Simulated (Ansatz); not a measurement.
`F[SiH](Cl)N[SiH3]` and `O[SiH](F)N[SiH3]` differ in one atom or group.

Ansatz, PBE0-D4/def2-TZVP geometries, multiplicity 1. Each molecule was computed in one conformer, which needn't be the lowest.

| property | `F[SiH](Cl)N[SiH3]` |
| --- | --- |
| HOMO energy (PBE0/def2-TZVPP) / eV | -8.28 |
| size of the dipole moment (B3LYP/def2-TZVPP) / D | 1.85 |
| HOMO energy (ωB97M-V/def2-TZVPP) / eV | -10.58 |
| HOMO energy (B3LYP/def2-TZVPP) / eV | -8.04 |
| HOMO energy (PBE/def2-TZVPP) / eV | -6.89 |
| LUMO energy (ωB97M-V/def2-TZVPP) / eV | 1.58 |

**Question.** Give the same properties after the change, and the shifts. (Best estimate.)

**Answer.** Ansatz gave: 
```csv
property,`O[SiH](F)N[SiH3]`,shift
HOMO energy (PBE0/def2-TZVPP) / eV,-7.94,0.34
size of the dipole moment (B3LYP/def2-TZVPP) / D,2.22,0.37
HOMO energy (ωB97M-V/def2-TZVPP) / eV,-10.25,0.33
HOMO energy (B3LYP/def2-TZVPP) / eV,-7.71,0.33
HOMO energy (PBE/def2-TZVPP) / eV,-6.56,0.33
LUMO energy (ωB97M-V/def2-TZVPP) / eV,1.71,0.13
```

With PBE0 the HOMO rises by 0.34 eV and the LUMO rises by 0.22 eV, so the gap narrows by about 0.12 eV. PBE moves the HOMO by 0.33 eV and ωB97M-V by 0.33 eV. Dipoles are sizes alone; their direction can turn.

Positive LUMOs are unbound, so they and the gaps depend on the basis.

B3LYP here is the variant with VWN-RPA as its local correlation; programs differ in this.
